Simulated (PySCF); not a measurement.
Species: C7H10O (charge +1 and doublet state).
Geometry (GFN2-xTB, Å), atoms numbered from 1 in this order:
```xyz
18
C7H10O angstrom
C      2.5092    0.1584   -0.1225
C      1.1798    0.0916   -0.1389
C      0.4324   -1.1239    0.3197
C     -1.0387   -1.2302   -0.0876
C     -1.9458   -0.1890    0.4329
C     -1.6578    1.1394    0.5758
O     -0.6110    1.8057    0.1665
C      0.3805    1.2607   -0.6696
H      3.0536    1.0104   -0.4907
H      3.1032   -0.6390    0.2929
H      0.4726   -1.1460    1.4156
H      0.9587   -2.0145   -0.0306
H     -1.4192   -2.2133    0.1998
H     -1.0880   -1.2117   -1.1891
H     -2.9304   -0.5055    0.7446
H     -2.3657    1.7953    1.0740
H     -0.0867    0.9186   -1.6093
H      1.0445    2.0994   -0.8951
```

The hyperfine couplings belong to this conformer and change with its torsions.

Identity: `[C]1(COC=CCC1)[CH2+]` [radical] (charge +1).

Theory: UKS B3LYP, pcH-1 on C H O, non-relativistic, mean-field spin-orbit, GIAO in PySCF. Geometry: GFN2-xTB, one conformer, isolated ion. A GFN2-xTB geometry isn't a minimum of the functional, and hyperfine couplings can be far from their values at a DFT geometry, by a factor of two or more for some ions and for spin on atoms past the first row. No stability test was run, so a lower SCF solution isn't excluded.

**Question.** The isotropic 1H couplings, averaged over equivalent nuclei, are +93.4, +36.0, -35.0, +10.9, -8.2, +7.0, +1.0 MHz. Assign them to H9; H10; H11/H12; H13/H14; H15; H16; H17/H18.

**Answer.** 
```json
{"site": "H9", "a_iso (MHz)": "+1.0", "ρ(0) (bohr⁻³)": "+0.0002", "position": "5 bonds from C5", "distance from C5 (Å)": "5.22", "bound to": "C1", "spin population there": "+0.01", "largest |T| (MHz)": "2.2"}
{"site": "H10", "a_iso (MHz)": "+7.0", "ρ(0) (bohr⁻³)": "+0.0016", "position": "5 bonds from C5", "distance from C5 (Å)": "5.07", "bound to": "C1", "spin population there": "+0.01", "largest |T| (MHz)": "1.6"}
{"site": "H11/H12", "a_iso (MHz)": "+10.9", "ρ(0) (bohr⁻³)": "+0.0024", "position": "3 bonds from C5", "distance from C5 (Å)": "3.12", "bound to": "C3", "spin population there": "+0.02", "largest |T| (MHz)": "3.6"}
{"site": "H13/H14", "a_iso (MHz)": "+93.4", "ρ(0) (bohr⁻³)": "+0.0209", "position": "2 bonds from C5", "distance from C5 (Å)": "2.10", "bound to": "C4", "spin population there": "-0.03", "largest |T| (MHz)": "7.2"}
{"site": "H15", "a_iso (MHz)": "-35.0", "ρ(0) (bohr⁻³)": "-0.0078", "position": "1 bond from C5", "distance from C5 (Å)": "1.08", "bound to": "C5", "spin population there": "+0.53", "largest |T| (MHz)": "23.0"}
{"site": "H16", "a_iso (MHz)": "-8.2", "ρ(0) (bohr⁻³)": "-0.0018", "position": "2 bonds from C5, on C6 of spin population +0.11", "distance from C5 (Å)": "2.13", "bound to": "C6", "spin population there": "+0.11", "largest |T| (MHz)": "11.7"}
{"site": "H17/H18", "a_iso (MHz)": "+36.0", "ρ(0) (bohr⁻³)": "+0.0080", "position": "4 bonds from C5", "distance from C5 (Å)": "3.48", "bound to": "C8", "spin population there": "-0.01", "largest |T| (MHz)": "4.7"}
```

ρ(0) is the spin density at the nucleus and T the dipolar tensor; entries for several nuclei are means. Largest spin populations (Mulliken): C5 (+0.53), O7 (+0.25), C6 (+0.11) and H14 (+0.06). The angles at C5 add up to 360.0°, so it is planar.

β density exceeds α density at some nuclei, such as C4 (-0.0137), C6 (-0.0124) and H15 (-0.0078), spin density in bohr⁻³. In a single determinant that takes different orbitals for the two spins, that is spin polarisation.

Means are taken over nuclei equivalent by connectivity, which assumes that they swap fast. H9 and H10 aren't averaged: C1 is flat or nearly so (angle sum 360°), and its turn about the short C1–C2 bond (1.33 Å) is taken as slow. The 1H value of +93.4 MHz is a mean of couplings from 20.7 to 166.1 MHz in this one geometry, not an average over conformers. The 1H value of +36.0 MHz is a mean of couplings from -1.0 to 72.9 MHz in this one geometry, not an average over conformers.

The SMILES `[CH2+][C]1CCC=COC1` draws the unpaired electron on C2, whose computed spin population is only +0.03.

Time: 93 s of wall time (grids of density and orbitals included); peak memory 0.98 GiB. Hardware: Arm Neoverse V2, one thread, on a shared host.
